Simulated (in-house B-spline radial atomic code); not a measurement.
Atomic self-consistent-field run: S VI (S5+) (with a hole in an inner shell). Level of theory: Dirac-Hartree-Fock, average of configuration, Fermi nucleus of rms radius 3.2611 fm; calculated with a B-spline radial code for spherical atoms.

Command:
```bash
python run_scf.py task.json out
```
Settings (nuclear radius in fm, mass in u):
```
Z                16
configuration    1s2 2s2 2p6 3s1
hamiltonian      dirac
method           hf
spin_polarised   False
nucleus          fermi
rms_radius       3.2611
atomic_mass      31.97207
speed_of_light   137.035999084
```

Output (hartree, bohr):
```
 radial grid: 67 intervals, B-splines of order 8, outer radius 12.1053 bohr

 iter        energy (Eh)    residual
    1       -386.7739596    7.11e-01
    2       -391.6376152    1.80e-01
    3       -391.8475956    7.24e-02
    4       -391.8814869    2.95e-02
    5       -391.8877506    5.21e-03
    6       -391.8880145    9.84e-05
    7       -391.8880146    7.16e-06
    8       -391.8880146    1.03e-07

 total energy                     -391.888015
 kinetic                            394.12999
 electron-nucleus                  -902.35373
 electron-electron                  116.33573

 first-order corrections (not in the total)
   Gaunt                            0.09324
   retardation                     -0.00666
   frequency dependence            -0.00007
   self-energy                      0.06143
   Uehling                         -0.00404
   Wichmann-Kroll                   0.00001
   recoil                           0.00562

 orbital      occ     eigenvalue          <r>       <r^2>       <1/r>       r_max    small
 1s1/2      2.000      -95.38302    0.0966986   0.0125815     15.6735     0.06333  3.24e-03
 2s1/2      2.000      -11.96783     0.471486    0.263527     3.10914      0.3857  5.05e-04
 2p1/2      2.000       -9.63775     0.435508    0.235552     2.99132      0.3246  4.76e-04
 2p3/2      4.000       -9.58879       0.4376    0.237664     2.97207      0.3263  4.73e-04
 3s1/2      1.000       -3.21996      1.42546       2.302    0.961007        1.28  1.03e-04
```

Cost of the run: 0.46 s on 1 thread of Arm Neoverse V2, with other jobs on the host.

For the Dirac Hamiltonian the kinetic term is c α·p + (β - 1)c².
